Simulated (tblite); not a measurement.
Compound: CH11GeNSi2.
Atom-mapped SMILES: `[CH3:1][GeH2:2][Si@@H:3]([NH2:4])[SiH3:5]` (hydrogens: H6, H7, H8 on C1; H9, H10 on Ge2; H11 on Si3; H12, H13 on N4; H14, H15, H16 on Si5)

Computed with GFN2-xTB (tblite), gas phase: L-BFGS steps from a force-field or distance-geometry start until the largest atomic force falls under 0.01 eV/Å.

Step 6: E = -436.5910 eV
```
atom  x, y, z in Å  |  force x, y, z in eV/Å
C1     -2.3888    0.4672    0.0561   -0.215   0.229  -0.179
Ge2    -1.1516   -0.5736    1.1851   -0.120   0.017  -0.151
Si3     1.0523   -0.6709    0.4755    0.168  -0.182  -0.171
N4      1.2086   -1.4871   -1.0519    0.102  -0.223   0.002
Si5     1.7931    1.5009    0.3552    0.070   0.061  -0.008
H6     -1.8582    0.9857   -0.7374    0.153  -0.064  -0.074
H7     -3.1457   -0.1503   -0.4234    0.040  -0.032   0.072
H8     -2.9022    1.2474    0.6153   -0.026  -0.144   0.113
H9     -1.1758    0.1049    2.5220   -0.042  -0.009   0.191
H10    -1.7852   -1.9049    1.4691   -0.182  -0.127   0.092
H11     1.8004   -1.4201    1.4966    0.057  -0.084   0.160
H12     2.1359   -1.8241   -1.2645    0.100   0.224  -0.072
H13     0.5946   -2.2560   -1.2795   -0.238   0.118   0.112
H14     3.2552    1.5890    0.2645   -0.063   0.120  -0.035
H15     1.3736    2.1623    1.6033    0.078   0.055  -0.127
H16     1.1861    2.2384   -0.7623    0.118   0.042   0.075
```

Step 7: E = -436.6088 eV
```
atom  x, y, z in Å  |  force x, y, z in eV/Å
C1     -2.3952    0.4671    0.0549   -0.174   0.223  -0.220
Ge2    -1.1549   -0.5750    1.1739   -0.052  -0.028   0.110
Si3     1.0665   -0.6734    0.4858    0.097  -0.341  -0.291
N4      1.2122   -1.4949   -1.0477    0.071  -0.178   0.103
Si5     1.7959    1.5023    0.3507    0.074   0.088   0.011
H6     -1.8552    0.9822   -0.7342    0.116  -0.039  -0.096
H7     -3.1513   -0.1485   -0.4273    0.037  -0.038   0.059
H8     -2.9073    1.2466    0.6135   -0.035  -0.114   0.131
H9     -1.1815    0.0950    2.5303   -0.027  -0.047   0.027
H10    -1.8007   -1.9025    1.4791   -0.134  -0.084   0.040
H11     1.8072   -1.4325    1.5139    0.005  -0.014   0.078
H12     2.1387   -1.8223   -1.2841    0.014   0.218  -0.031
H13     0.5880   -2.2568   -1.2825   -0.126   0.194   0.161
H14     3.2564    1.6009    0.2632   -0.034   0.105  -0.045
H15     1.3804    2.1693    1.5963    0.061   0.049  -0.107
H16     1.1933    2.2513   -0.7622    0.108   0.007   0.069
```

Question: Estimate the geometry and energy of step 8. (The exact step hangs on the optimiser's Hessian estimate; all steps are aligned on step 7, rigid shifts and turns removed.)

Answer: E = -436.6242 eV, largest force 0.413 eV/Å
```
atom  x, y, z in Å  |  force x, y, z in eV/Å
C1     -2.4033    0.4708    0.0501   -0.045   0.121  -0.157
Ge2    -1.1591   -0.5766    1.1652    0.012  -0.069   0.269
Si3     1.0810   -0.6808    0.4906   -0.001  -0.332  -0.245
N4      1.2165   -1.5052   -1.0429    0.057  -0.085   0.147
Si5     1.7996    1.5044    0.3470    0.051   0.030   0.022
H6     -1.8501    0.9785   -0.7339    0.052   0.007  -0.111
H7     -3.1560   -0.1480   -0.4297    0.008  -0.038   0.017
H8     -2.9129    1.2442    0.6151   -0.048  -0.051   0.117
H9     -1.1871    0.0855    2.5386   -0.014  -0.070  -0.102
H10    -1.8172   -1.9023    1.4888   -0.087  -0.028  -0.010
H11     1.8133   -1.4438    1.5307   -0.038   0.045  -0.005
H12     2.1427   -1.8165   -1.3024   -0.055   0.165  -0.023
H13     0.5786   -2.2544   -1.2821   -0.036   0.178   0.157
H14     3.2570    1.6137    0.2610    0.020   0.091  -0.054
H15     1.3876    2.1766    1.5880    0.038   0.050  -0.063
H16     1.2019    2.2630   -0.7607    0.086  -0.012   0.041
```

The energy changes by -0.0154 eV. The first-order estimate −F·Δx gives -0.0220 eV and the mean of the old and new forces, exact on a quadratic surface, -0.0154 eV. The step makes an angle of 60° with the force vector and moves no atom by more than 0.021 Å.

The cost below is that of the whole relaxation. On Arm Neoverse V1, one thread, on a shared host, this took 1.1 s wall.
